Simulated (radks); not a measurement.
Results of a calculation; reference values are marked as such.
Excited configurations of Hf LXVII: one electron is placed in a higher orbital outside [He] 2s2 2p1. The ground configuration is [He] 2s2 2p2. Code: a radial shooting solver on a logarithmic mesh with Libxc functionals. Model: scalar-relativistic Kohn-Sham, PBE, spin-unpolarised, spherical densities, point nucleus. Excitation = E - E(ground); binding = E(ion) - E, where the ion is the core of charge +67; n* = 67/sqrt(2 binding) in atomic units. These energies are relativistic, and a one-electron ion of charge +67 with no core already has n* below n in this formula (scalar-relativistic equation, point nucleus: 3d 2.982, 4s 3.895, 4d 3.974, 5s 4.891, 5p 4.938, 5d 4.970, 7s 6.885, 7d 6.965, 7f 6.979). The quantum defect is therefore taken as that value minus n*, so that it holds no relativistic shift of the bare ion.

outer orbital	excitation (eV)	binding (eV)	n*	quantum defect	eigenvalue (eV)	<r> (bohr)
3d	9485.3	6924.4	2.970	0.012	-6850.7	0.1521
4s	12261.5	4148.1	3.837	0.058	-4119.0	0.3294
4d	12514.3	3895.4	3.960	0.015	-3863.8	0.3059
5s	13792.9	2616.8	4.831	0.060	-2599.4	0.5223
5p	13868.1	2541.6	4.902	0.036	-2524.2	0.5229
5d	13920.3	2489.4	4.953	0.017	-2470.9	0.5041
7s	15097.7	1312.0	6.823	0.062	-1303.7	1.042
7d	15142.9	1266.8	6.943	0.021	-1258.3	1.035
7f	15151.7	1258.0	6.968	0.011	-1249.1	0.9973

The Delta-SCF ionisation energy is 16409.7 eV (NIST Atomic Spectra Database: 17280 eV, theoretical). Self-interaction in the functional shifts the binding energies and quantum defects, so they are the method's values and not measured ones. Spin polarisation and multiplet splitting are left out, so open shells lie too high by an amount that depends on their filling. Spin-orbit splitting is averaged out at the scalar-relativistic level.

Beside tabulated values, note that spin-unpolarised runs miss the spin-polarisation part of the exchange energy of open shells.
